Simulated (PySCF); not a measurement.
**EPR parameters of C7H9FN**

Compound: C₇H₉FN (doublet state).
Geometry (GFN2-xTB, Å), atoms numbered from 1 in this order:
```xyz
18
C7H9FN angstrom
C     -2.313   -0.556   -0.727
C     -1.257   -0.005    0.262
C     -0.625    1.239   -0.278
C      0.678    1.314   -0.636
C      1.570    0.235   -0.457
N      2.871    0.305   -0.914
C      1.089   -0.940    0.160
C     -0.209   -1.032    0.522
F     -0.644   -2.147    1.166
H     -1.842   -0.781   -1.681
H     -3.097    0.180   -0.886
H     -2.757   -1.464   -0.329
H     -1.792    0.217    1.201
H     -1.277    2.088   -0.413
H      1.067    2.231   -1.058
H      3.522   -0.350   -0.511
H      3.241    1.231   -1.061
H      1.763   -1.759    0.364
```

The hyperfine couplings belong to this conformer and change with its torsions.

The species is `C[C@@H]1C=CC(N)=C[C]1F` [radical].

The calculation used UKS B3LYP, pcH-1 on C F H N, non-relativistic, mean-field spin-orbit, GIAO in PySCF 2.14.0. Geometry: GFN2-xTB; no solvent, vibrations or thermal averaging. The geometry wasn't refined by DFT: couplings that depend on bond lengths, twists or pyramidal angles can differ widely from those at the functional's own minimum. Stability of the SCF solution: not tested. ⟨S²⟩ is 0.777 where a pure state has 0.75.

```json
{
 "g1, g2, g3": "2.00204, 2.00341, 2.00372",
 "g_iso": "2.00306",
 "Form of g": "rhombic: the two nearest values differ by 18 % of g3 − g1",
 "⟨S²⟩": "0.7770 (exact 0.7500)",
 "HOMO–LUMO gap, α and β orbitals": "3.60, 5.36 eV"
}
```

Hyperfine couplings atom by atom, in G; T1 to T3 are the principal values of the dipolar part (MHz turned into gauss with g_iso; 10 G = 1 mT):

```tsv
atom	isotope	a_iso	T1	T2	T3	Mulliken spin population
C1	13C	33.3	-1.9	-1.9	3.8	0.05
C2	13C	-10.5	-0.2	0.0	0.2	-0.06
C3	13C	12.7	-11.5	-10.8	22.3	0.40
C4	13C	-11.7	-6.6	2.7	3.8	-0.17
C5	13C	13.9	-14.2	-13.7	27.9	0.44
N6	14N	5.4	-2.9	-2.8	5.7	0.12
C7	13C	-12.0	-7.4	3.3	4.2	-0.18
C8	13C	14.0	-11.3	-11.0	22.3	0.33
F9	19F	17.2	-30.8	-24.1	54.9	0.02
H10	1H	-1.5	-1.2	-0.8	1.9	0.00
H11	1H	-0.6	-1.2	-0.7	1.9	0.00
H12	1H	0.4	-1.2	-0.5	1.7	0.00
H13	1H	35.7	-1.1	-0.1	1.1	0.05
H14	1H	-9.5	-5.5	-0.3	5.8	-0.02
H15	1H	2.6	-1.4	-0.2	1.7	0.01
H16	1H	1.1	-3.2	-1.3	4.5	0.00
H17	1H	0.9	-3.1	-1.3	4.4	0.00
H18	1H	3.0	-1.4	-0.3	1.7	0.01
```

The largest Mulliken spin populations are on C5 (+0.44), C3 (+0.40), C8 (+0.33) and C7 (-0.18). Three atoms exceed +0.15. The positive populations add up to 1.43 and the negative ones to -0.43, together 2S = 1.

The SMILES `C[C@@H]1C=CC(N)=C[C]1F` draws the unpaired electron on C8, whose computed spin population is only +0.33.

Axes: g3 points within 5° of the C3–H14 bond.

Under fast tumbling the dipolar parts average out, and these isotropic splittings remain (the largest six): 1 × 1H (H13, I = 1/2, 2 lines) with 3.57 mT, 1 × 19F (F9, I = 1/2, 2 lines) with 1.72 mT, 1 × 1H (H14, I = 1/2, 2 lines) with 0.95 mT, 1 × 14N (N6, I = 1, 3 lines) with 0.54 mT, 1 × 1H (H18, I = 1/2, 2 lines) with 0.30 mT and 1 × 1H (H15, I = 1/2, 2 lines) with 0.26 mT.

Nuclei that the bonding pattern makes equivalent are averaged, as if the motion that swaps them (rotation, inversion, ring flip) were fast. The three 1H nuclei of mean -1.6 MHz run from -4.3 to 1.1 MHz in the frozen geometry.

The 13C coupling of C1 (93.3 MHz) shows only in satellite lines or after enrichment, since that isotope makes up about 1.07 % of natural carbon.

The spin density at the nucleus, in bohr⁻³, is negative for C7 (-0.0299), C4 (-0.0292) and C2 (-0.0263), for instance. A restricted open-shell determinant has no negative spin density anywhere; here it arises because α and β orbitals differ (spin polarisation).
